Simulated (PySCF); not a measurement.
Start geometry of `c1cc(cc2c1CC2)C(C)C` from GFN2-xTB (Å):
```
atom  x, y, z in Å
C1    -2.460    1.417    0.694
C2    -2.100   -0.032    0.514
C3    -2.754   -0.614   -0.755
C4    -0.559   -0.188    0.480
C5     0.032   -0.959    1.451
C6     1.411   -1.148    1.500
C7     2.141   -0.545    0.506
C8     1.530    0.231   -0.487
C9     0.158    0.430   -0.508
C10    2.820    0.539   -1.154
C11    3.500   -0.319   -0.053
H12   -2.153    2.032   -0.159
H13   -3.587    1.552    0.779
H14   -2.028    1.855    1.589
H15   -2.483   -0.594    1.379
H16   -2.415   -0.052   -1.623
H17   -3.816   -0.545   -0.683
H18   -2.456   -1.648   -0.860
H19   -0.579   -1.420    2.228
H20    1.840   -1.746    2.284
H21   -0.331    1.019   -1.303
H22    3.106    1.575   -1.170
H23    2.927    0.160   -2.197
H24    4.004   -1.209   -0.432
H25    4.205    0.221    0.591
```

What comes out of this run: PBE0-D3(BJ)/def2-SVP geometry optimisation, gas phase (PySCF)?

```
atom  x, y, z in Å
C1    -2.5490    1.4208    0.7288
C2    -2.1274   -0.0365    0.5458
C3    -2.8039   -0.6635   -0.6732
C4    -0.6200   -0.1875    0.4825
C5     0.0424   -0.9867    1.4289
C6     1.4312   -1.1799    1.4270
C7     2.1320   -0.5308    0.4245
C8     1.4893    0.2653   -0.5226
C9     0.1191    0.4607   -0.5263
C10    2.7808    0.6150   -1.2314
C11    3.5034   -0.2822   -0.1665
H12   -2.2596    2.0339   -0.1397
H13   -3.6418    1.5015    0.8407
H14   -2.0790    1.8627    1.6202
H15   -2.4651   -0.5936    1.4365
H16   -2.5026   -0.1517   -1.6014
H17   -3.9004   -0.5932   -0.5950
H18   -2.5340   -1.7251   -0.7763
H19   -0.5607   -1.4766    2.1993
H20    1.9079   -1.8096    2.1826
H21   -0.3811    1.0857   -1.2716
H22    3.0620    1.6796   -1.2048
H23    2.8645    0.2583   -2.2702
H24    4.0110   -1.1690   -0.5781
H25    4.2119    0.2541    0.4845
```

The energy falls by 5.4 kcal/mol over 10 energy and gradient evaluations, the largest force component goes from 0.0569 to 1.1e-04 Eh/bohr, and the atoms move by 0.052 Å rms after alignment. The bond that changes most is C4–C9 (substituted aromatic carbon to aromatic CH carbon), which lengthens by 0.041 Å. Bonds longer at the end by more than 0.005 Å: 16 of 26; shorter: 6. Among the angles that change most is C5–C4–C9, from 122.5° to 119.8°. Rotational constants go from 2499, 690.1, 615.8 to 2465, 677.1, 604.4 MHz. The orientation of the end geometry is arbitrary; only internal coordinates are fixed.

The run used 224 basis functions and 67 SCF cycles in all. Hardware: one thread, Arm Neoverse N1 (aarch64), shared host with 32 logical CPUs at a one-minute load of 25. Cost: 7.8 min of wall time, 0.98 GiB resident at most.

Whether it is a minimum is left open (no frequencies). The numbers are those of one conformer.
